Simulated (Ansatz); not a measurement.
`FC[SiH](F)F` → `FCF` + `F[SiH]` at 298.15 K and 1 bar (silylene formation by 1,1-elimination).

Program: Ansatz. Geometries: PBE0-D4/def2-TZVP. ΔE: electronic, gas phase. CBS: MP2 limit from def2 TZ/QZ plus the TZ coupled-cluster correction, frozen cores. This one scheme is used for every species. Each species was taken in one conformer, which may not be the lowest.

```json
{"species": "`FC[SiH](F)F`", "CCSD(T)/CBS energy (Eh)": "-628.43886", "H − E (kJ/mol)": "135.9", "S (J/(mol·K))": "330.0"}
{"species": "`FCF`", "CCSD(T)/CBS energy (Eh)": "-238.82660", "H − E (kJ/mol)": "97.1", "S (J/(mol·K))": "246.5"}
{"species": "`F[SiH]`", "CCSD(T)/CBS energy (Eh)": "-389.46371", "H − E (kJ/mol)": "32.3", "S (J/(mol·K))": "239.1"}
```

H − E and S are ideal-gas, rigid-rotor, harmonic terms from PBE0-D4/def2-TZVP, for one conformer and one mirror image of each species. 1 Eh = 2625.50 kJ/mol, R = 8.31446 J/(mol·K).

Problem. By hand: ΔE, ΔH, ΔS and ΔG.

Solution. ΔE = (-238.82660) + (-389.46371) − (-628.43886) = 0.14855 Eh = 390.0 kJ/mol. Δ(H − E) = 97.1 + 32.3 − 135.9 = -6.5, so ΔH = 383.5 kJ/mol. ΔS = 246.5 + 239.1 − 330.0 = 155.6 J/(mol·K). ΔG = 383.5 − 298.15 × (155.6)/1000 = 337.1 kJ/mol.

Problem. By hand: the equilibrium constant, and the temperature at which ΔG would vanish if ΔH and ΔS stayed fixed.

Solution. log₁₀ K = −ΔG/(RT ln 10) = -59.1. ΔG = 0 at ΔH/ΔS = 2465 K.

The number of gas molecules changes by +1, which sets the sign of ΔS. A doubt of 5 kJ/mol in ΔE shifts log₁₀ K by 0.9 here. Other conformers and mirror images would add mixing entropy, several J/(mol·K) or more a flexible species. These are equilibria of isolated gas molecules and say nothing of rates. Largest T1 diagnostic: 0.015 (customary marks: 0.02 for closed shells, 0.045 for open ones).
